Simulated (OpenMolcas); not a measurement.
**Ti2+: ligand-field states by method**

Ti2+ with 3 ligands (bromide) in trigonal planar coordination (D3h) at 2.58 Å. A charge of +0.333 e stands 2.6 Å behind each ligand. Ligand basis ANO-RCC-VDZP.

```json
{
 "Program": "OpenMolcas",
 "Basis": "ANO-RCC-VDZP [5s4p2d1f]",
 "Scalar Hamiltonian": "DKH2, point nucleus",
 "Active space": "2 electrons in 5 orbitals (3d)",
 "State averaging": "2S+1 = 3 even, 10 roots; 2S+1 = 1 even, 15 roots",
 "Spin-orbit coupling": "state interaction with AMFI integrals over the reference wave functions"
}
```

I. CASSCF
II. SS-CASPT2, IPEA 0.25 Eh, imaginary shift 0.1 Eh (closed shells correlated: 3s 3p and the ligand valence shells)

Spin-free states (labels of D3, the rotations of D3h) in cm-1, each column counted from its own energy of the first state listed:

```tsv
State	Degeneracy	I	II
3A2	1	0	0
3E	2	354	-630
3E	2	2355	2010
3A1	1	3692	3010
3A2	1	3760	3050
1E	2	9690	6110
1A1	1	11256	8320
1E	2	11653	7720
3E	2	12693	9210
1E	2	15153	11440
1A1	1	15262	11510
1E	2	15874	11970
1A1	1	19005	15660
1A2	1	19318	15890
3A2	1	19344	16930
1E	2	23991	21290
1A1	1	40686	30520
```

II puts a state of multiplicity 3 lowest, 630 cm-1 below that state.

From I to II, I's first state of the same spin (3E) moves from 354 to -630 cm-1, by about -980 cm-1.

From I to II, I's first state of another spin (1E) moves from 9690 to 6110 cm-1, by about -3600 cm-1.

χT at 300 K: I 1.24, II 1.16 cm3 K/mol.

Roots that are degenerate in the reference are averaged as groups; the widest CASPT2 spread within a group is 190 cm-1 (the 2-fold group of multiplicity 3 near 2640 cm-1 above the lowest state of its run, II). Shifts and gaps below about the spread of the groups concerned are not significant. Ligand-to-metal charge-transfer states are missing. With no ligand orbital active B as a rule stays too high, so bands that hang on it stand too high and its fall with covalency is understated. Without dynamic correlation the repulsion within the d shell is too large (B by tens of per cent), so at a given field states of lower spin stand too high (holds for I). With metal d orbitals alone and no dynamic correlation the field as a rule comes out too small, by tens of per cent, by up to half for chloride and softer ligands (holds for I). An orbital doublet at a regular site is open to a Jahn-Teller distortion, which this geometry leaves out (holds for II). No measured value stands beside these numbers; the geometry was imposed, not optimised, and the real ion may take another.
